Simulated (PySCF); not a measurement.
## How methods differ on the excitation energy of P

P [Ne] 3s2 3p3 (4S) → P [Ne] 3s1 3p3 3d1 (6D), as a difference of total energies. All numbers are calculated (PySCF 2.14, no relativity, point nucleus, in aug-cc-pV(5+d)Z). Correlated levels: valence: [Ne] frozen. The calculations carry no spin-orbit coupling.

```json
{"method": "UHF", "excitation energy (eV)": "12.095"}
{"method": "LDA", "excitation energy (eV)": "13.995"}
{"method": "PBE", "excitation energy (eV)": "13.802"}
{"method": "PBE0", "excitation energy (eV)": "13.747"}
{"method": "r2SCAN", "excitation energy (eV)": "13.315"}
{"method": "MP2 (valence)", "excitation energy (eV)": "13.722"}
{"method": "SCS-MP2 (valence)", "excitation energy (eV)": "14.237"}
```

Question: How much does correlation contribute at MP2 (valence)?

Answer: 13.722 − (12.095) = 1.627 eV, measured against UHF.

The upper state lies above the first ionisation limit, but in LS coupling its spin forbids autoionisation to the ground ion.

The promoted electron is Rydberg-like, and one or two diffuse shells describe it only roughly, which tends to raise the upper state.
